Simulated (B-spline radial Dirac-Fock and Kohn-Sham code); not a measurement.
**Ionisation of each subshell: Ta¹⁰⁺**

System: the Ta¹⁰⁺ ion, 1s2 2s2 2p6 3s2 3p6 3d10 4s2 4p6 4d10 4f13 5s2 5p2; nuclear rms radius 5.3507 fm (A = 181).

Input file task.json (cfg lists n, l and occupation; rrms is the nuclear radius in fm):

```json
{"items": [{
  "Z": 73,
  "q": 10,
  "cfg": [[1, 0, 2], [2, 0, 2], [2, 1, 6], [3, 0, 2], [3, 1, 6], [3, 2, 10], [4, 0, 2], [4, 1, 6], [4, 2, 10], [4, 3, 13], [5, 0, 2], [5, 1, 2]],
  "A": 181,
  "rrms": 5.3507,
  "do": ["binding"]
}]}
```

Run with: `python xray_run.py task.json out`

Model: Dirac-Fock energy differences between relaxed states, corrected for Breit and QED terms. Program: a B-spline atomic structure program. No correlation. Energies are counted from the vacuum level.

All terms are in eV, carry their sign (relaxation lowers the binding energy) and add up to the binding energy; ⟨r⟩ is the mean radius of the orbital in the initial state.

```
  subshell  −ε (Koopmans)  relaxation    Gaunt  retardation      QED  binding energy  ⟨r⟩ (bohr)
    K (1s)        68018.7      -81.43  -240.78        21.82  -114.65         67603.7       0.019
   L1 (2s)        11967.0      -46.49   -26.16         1.84   -16.63         11879.5       0.078
L2 (2p1/2)        11419.4      -50.90   -45.14         4.86     0.09         11328.3       0.065
L3 (2p3/2)        10146.3      -47.95   -31.11         6.55    -1.57         10072.3       0.073
   M1 (3s)         2936.7      -24.03    -4.70         0.30    -3.82          2904.4       0.204
M2 (3p1/2)         2694.1      -25.03    -8.34         0.80    -0.07          2661.5       0.194
M3 (3p3/2)         2415.6      -23.49    -5.47         1.22    -0.39          2387.5       0.208
M4 (3d3/2)         2012.3      -26.07    -3.58         0.32     0.30          1983.3       0.183
M5 (3d5/2)         1952.3      -25.51    -2.41         0.35     0.13          1924.8       0.187
   N1 (4s)          767.5       -7.51    -1.02         0.08    -0.92           758.1       0.458
N2 (4p1/2)          665.9       -7.41    -1.78         0.18     0.00           656.9       0.465
N3 (4p3/2)          600.9       -6.46    -1.09         0.28    -0.08           593.5       0.495
N4 (4d3/2)          434.3       -6.13    -0.53         0.05     0.07           427.8       0.512
N5 (4d5/2)          422.1       -5.83    -0.29         0.06     0.04           416.1       0.523
 N6,7 (4f)          211.4       -4.99     0.11        -0.02     0.04           206.6       0.588
   O1 (5s)          237.1       -0.66    -0.21         0.02    -0.19           236.1       1.029
 O2,3 (5p)          198.4       -0.48    -0.25         0.05     0.00           197.8       1.155
```

For the deepest level, K (1s), the Breit terms make up -0.324 % of the binding energy, QED -0.170 % and orbital relaxation -0.120 %.

Spin-orbit splittings: 2p 1256.0 eV, 3p 273.9 eV, 3d 58.43 eV, 4p 63.39 eV, 4d 11.68 eV.

Going to the tabulated ground configuration of the next ion removes an electron from O2,3 (5p), computed at 197.8 eV. NIST lists 213 ± 11 eV as the ionisation energy of this species (theoretical), +15.25 eV from the computed value. Where a p, d or f shell is open in either ion the computed value averages over both j values and all terms, while the table refers to the lowest levels; that difference holds spin-orbit splitting (largest in heavy or highly charged ions), term energies where several electrons share open shells, and correlation, and it can reach 10 % or more.
